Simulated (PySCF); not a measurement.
C2H6F2Si, SMILES C[Si@H](F)CF. Geometry: PBE-D3(BJ)/def2-SVP. The structure was generated by enumeration; whether it is a known compound was not checked. The values are those of a single conformer.

Q: Give the equilibrium geometry at PBE-D3(BJ)/def2-SVP (PySCF confirms it by a frequency run) as a Z-matrix. (Estimate from the structure and the level; the computed values follow.)

A: Several could match; the one computed here: 
```
Si
F 1 1.6460
H 1 1.5004 2 107.18
C 1 1.8740 3 112.69 2 -119.53
H 4 1.1087 1 110.70 3 61.61
H 4 1.1090 5 107.90 1 -121.84
H 4 1.1096 5 107.82 6 -116.62
C 1 1.9004 3 109.40 2 117.18
F 8 1.3938 1 110.91 3 -48.49
H 8 1.1157 9 109.40 1 122.20
H 8 1.1167 10 106.59 9 -118.09
```
